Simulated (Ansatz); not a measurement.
The same path of AlClFH4OP (9 atoms, charge 0, multiplicity 1) was run twice with different band settings. Lost on the way: P6–H9. Made: F2–H9.

All numbers below come from RKS BLYP/def2-SVP in Ansatz 0.2.0.

Relaxed end points:

```xyz
9
Properties=species:S:1:pos:R:3
Al -0.071 -0.230 0.020
F 0.274 -1.218 1.346
O 1.192 0.197 -1.073
H 2.086 -0.169 -0.968
Cl -2.049 -0.336 -0.780
P -0.452 1.990 1.253
H -0.819 3.106 0.441
H 0.570 2.615 2.031
H -1.516 2.052 2.203
```

```xyz
9
Properties=species:S:1:pos:R:3
Al -0.122 0.508 -0.191
F -0.376 -0.145 1.754
O 1.498 0.045 -0.535
H 1.746 -0.741 -1.048
Cl -1.782 -0.387 -1.195
P -0.301 2.770 0.570
H -1.559 2.608 1.260
H 0.487 2.582 1.773
H -0.377 0.768 2.085
```

Common settings: movable images 5; climbing image yes; spring 5.0 eV/Å²; optimiser quadratic models (default); start path through a guess of the saddle point; iteration limit 60; end points relaxed.

| run | force threshold |
| --- | --- |
| 1 | 0.03 eV/Å |
| 2 | 0.2 eV/Å |

(1) What does each run give, and how far can it be trusted?

## Answers

(1) Run 1: converged after 43 iterations, highest image 1.577 eV above the first end. Neighbouring images differ by up to 1.2 eV, so the band resolves the path poorly. A vibrational analysis at the climbing image gives one clearly imaginary mode, 499i cm⁻¹: a first-order saddle point.
Run 2: converged after 10 iterations, highest image 1.723 eV above the first end. The threshold of 0.2 eV/Å is loose, so the images may lie well off the minimum-energy path. The order of the stationary point at the top wasn't checked.
The orbitals stay closed-shell, which can raise the energy where a bond breaks towards radicals; this wasn't checked here.
